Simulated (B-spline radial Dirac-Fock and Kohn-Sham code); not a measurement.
**Isotope-shift constants of the inner levels of Rb**

System: the Rb atom, configuration [Kr] 5s1.

Method: first-order field-shift and mass-shift constants from Dirac-Fock ground and hole states with a Fermi nucleus; the mass shift has no relativistic recoil terms. Computed with a radial atomic solver. A binding energy shifts by δE = F·δ⟨r²⟩ + (K_N + K_S)·δ(1/M); F is taken for a change of radius at fixed skin thickness and so holds the higher radial moments.

| level | F (meV/fm²) | K_N (meV u) | K_S (meV u) |
| --- | --- | --- | --- |
| K (1s) | -17.40 | -8361 | 3596 |
| L1 (2s) | -1.813 | -1142 | -202.5 |
| L2 (2p1/2) | 0.1255 | -1028 | 1254 |
| L3 (2p3/2) | 0.1413 | -995.0 | 1168 |
| M1 (3s) | -0.2957 | -182.3 | -99.27 |
| M2 (3p1/2) | 0.02919 | -141.3 | 138.1 |
| M3 (3p3/2) | 0.03202 | -136.2 | 116.9 |
| M4 (3d3/2) | 0.02587 | -64.41 | 111.0 |
| M5 (3d5/2) | 0.02559 | -63.56 | 109.1 |

Line shifts in meV from A = 85 (mass 84.9118 u, rms radius 4.2036 fm); radii from Angeli and Marinova (2013).

```tsv
A	mass (u)	radius (fm)	Kα1	Kα2	Kβ1	Lα1
78	77.9281	4.2385	-10.38	-10.43	-10.15	+0.17
80	79.9225	4.2271	-7.11	-7.14	-6.94	+0.12
82	81.9182	4.216	-3.96	-3.98	-3.86	+0.07
88	87.9113	4.217	?	?	?	?
89	88.9123	4.2391	-2.64	-2.61	-2.71	-0.03
91	90.9165	4.2723	-6.37	-6.33	-6.46	-0.03
93	92.9220	4.3048	-10.09	-10.03	-10.19	-0.03
94	93.9264	4.3184	-11.58	-11.51	-11.69	-0.03
97	96.9372	4.4231	-26.01	-25.90	-26.08	+0.03
98	97.9416	4.4336	-27.12	-27.00	-27.20	+0.03
```

**Question.** What are the shifts for A = 88?

**Answer.** Kα1 0.00 meV (field -1.98, mass +1.98); Kα2 +0.03 meV (field -1.98, mass +2.01); Kβ1 -0.06 meV (field -1.97, mass +1.91); Lα1 -0.04 meV (field +0.01, mass -0.05).
